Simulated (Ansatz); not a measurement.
Mulliken charges of CH5ClGeO2, SMILES `C[O][GeH]([OH])[Cl]` from PBE/def2-TZVPP in Ansatz (PBE0-D4/def2-TZVP geometry).

| atom | x (Å) | y (Å) | z (Å) | charge (e) |
| --- | --- | --- | --- | --- |
| C1 | -1.049 | -1.234 | -0.363 | -0.136 |
| O2 | 0.258 | -0.777 | -0.084 | -0.330 |
| Ge3 | 0.540 | 0.848 | 0.525 | 0.633 |
| O4 | 2.272 | 1.097 | 0.475 | -0.364 |
| Cl5 | -0.465 | 2.209 | -0.807 | -0.296 |
| H6 | -1.666 | -1.282 | 0.542 | 0.092 |
| H7 | -0.964 | -2.242 | -0.773 | 0.107 |
| H8 | -1.553 | -0.599 | -1.098 | 0.098 |
| H9 | 0.051 | 1.092 | 1.950 | 0.007 |
| H10 | 2.659 | 0.836 | -0.365 | 0.190 |

Q: By hand: the dipole of these point charges (1 e Å = 4.8032 D).

A: Σ q r = (-0.193, -0.342, 0.279) e Å, of length 0.482 e Å = 2.32 D.

Q: How does the dipole of the full density compare? (Best estimate.)

A: Ansatz gave: (-0.135, -0.250, 0.007) e Å, 1.37 D; the point charges give 1.69 times that, at 34° from its direction.

Point charges leave out the atoms' own dipoles, such as those of lone pairs, and Mulliken's split depends on the basis, so the two needn't agree.
